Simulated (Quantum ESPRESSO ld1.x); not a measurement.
Values are calculated unless marked as measured or tabulated.
Valence configurations of the technetium ion Tc2+ (all share [Kr]). Level of theory: Dirac Kohn-Sham, revPBE, spin-unpolarised, spherical densities, point nucleus; open shells are shared between the two j in proportion to 2j + 1 (ld1.x of Quantum ESPRESSO 7.5). Energies are relative to 4d5; eigenvalues in eV.

| valence | E (eV) | e(4d3/2) | e(4d5/2) | e(5p1/2) | e(5p3/2) | e(5s1/2) |
|---|---|---|---|---|---|---|
| 4d5 | 0.000 | -22.602 | -22.294 | - | - | - |
| 4d4.5 5s0.5 | 2.286 | -24.184 | -23.863 | - | - | -19.006 |
| 4d4 5p1 | 10.651 | -26.877 | -26.539 | -15.004 | -14.650 | - |
| 4d3.5 5s0.5 5p1 | 13.966 | -28.532 | -28.181 | -15.625 | -15.249 | -21.265 |
| 4d4 5s1 | 4.986 | -25.818 | -25.484 | - | - | -19.801 |
| 4d3 5p2 | 23.820 | -31.211 | -30.842 | -16.798 | -16.394 | - |
| 4d3.5 5p1.5 | 16.917 | -29.042 | -28.689 | -15.920 | -15.542 | - |
| 4d3 5s1 5p1 | 17.714 | -30.215 | -29.850 | -16.236 | -15.838 | -22.055 |
| 4d4 5s0.5 5p0.5 | 7.809 | -26.351 | -26.016 | -14.701 | -14.351 | -20.135 |
| 4d2.5 5s1.5 5p1 | 21.913 | -31.920 | -31.543 | -16.834 | -16.412 | -22.832 |

NIST lists [Kr] 4d5 as the ground configuration; this level of theory agrees among the configurations tried. The energies are those of spherical spin-averaged densities, not of single terms.
